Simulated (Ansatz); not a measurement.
`[SiH3][Ga]([SiH3])[SiH3]`. Charge 0, multiplicity 1.

Cartesian coordinates in Å:
```
Si 0.195 1.157 2.115
Ga 0.040 0.076 -0.043
Si 1.816 -1.387 -0.791
Si -1.975 0.299 -1.363
H -0.588 2.422 2.182
H -0.366 0.225 3.138
H 1.601 1.460 2.506
H 1.907 -1.466 -2.276
H 3.151 -0.987 -0.265
H 1.525 -2.760 -0.284
H -1.727 0.139 -2.823
H -2.920 -0.780 -0.947
H -2.661 1.603 -1.149
```

Problem. What are the harmonic wavenumbers in cm⁻¹ at PBE0-D4/def2-TZVP (Ansatz, finite differences of forces, unscaled)? (Estimate.)

Solution. Computed: 34i, 5i, 5, 78, 78, 88, 270, 338, 338, 389, 389, 430, 466, 504, 504, 840, 840, 882, 926, 931, 931, 940, 940, 945, 2190, 2190, 2194, 2207, 2207, 2210, 2213, 2216, 2216.
